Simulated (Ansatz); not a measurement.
CHBr2F (SMILES FC(Br)Br) moved off its minimum; all values from Ansatz (a program for electronic structure), cores frozen in correlated methods.
(charge 0, multiplicity 1)
```xyz
5

F     -0.06108     1.79568    -0.55991
C     -0.05774     0.77666     0.25466
Br     1.60839    -0.22346     0.02506
Br    -1.55324    -0.41009     0.02770
H     -0.06641     1.15044     1.27555
```

```json
[
 {"level": "HF/def2-TZVPP", "largest force (eV/Å)": "1.48", "on atom": "C2", "rms difference from CCSD(T)/aug-cc-pVTZ (eV/Å)": "0.432", "dipole (D)": "1.28"},
 {"level": "PBE/def2-TZVPP", "largest force (eV/Å)": "2.05", "on atom": "F1", "rms difference from CCSD(T)/aug-cc-pVTZ (eV/Å)": "0.167", "dipole (D)": "1.07"},
 {"level": "r2SCAN/def2-TZVPP", "largest force (eV/Å)": "1.61", "on atom": "C2", "rms difference from CCSD(T)/aug-cc-pVTZ (eV/Å)": "0.146", "dipole (D)": "1.15"},
 {"level": "B3LYP/def2-TZVPP", "largest force (eV/Å)": "1.75", "on atom": "F1", "rms difference from CCSD(T)/aug-cc-pVTZ (eV/Å)": "0.144", "dipole (D)": "1.12"},
 {"level": "wB97M-V/def2-TZVPP", "largest force (eV/Å)": "1.89", "on atom": "C2", "rms difference from CCSD(T)/aug-cc-pVTZ (eV/Å)": "0.113", "dipole (D)": "1.13"},
 {"level": "MP2/aug-cc-pVTZ", "largest force (eV/Å)": "2.03", "on atom": "C2", "rms difference from CCSD(T)/aug-cc-pVTZ (eV/Å)": "0.085", "dipole (D)": "1.09"},
 {"level": "CCSD(T)/aug-cc-pVTZ", "largest force (eV/Å)": "2.00", "on atom": "C2", "rms difference from CCSD(T)/aug-cc-pVTZ (eV/Å)": "0.000", "dipole (D)": "1.09"}
]
```

The differences count from one level among others, with limits of its own. Forces at CCSD(T)/aug-cc-pVTZ (eV/Å):

| atom | Fx | Fy | Fz |
|---|---|---|---|
| F1 | -0.331 | 1.235 | -1.414 |
| C2 | 0.695 | -1.157 | 1.473 |
| Br3 | 0.012 | 0.078 | 0.035 |
| Br4 | -0.325 | 0.074 | -0.151 |
| H5 | -0.052 | -0.230 | 0.057 |
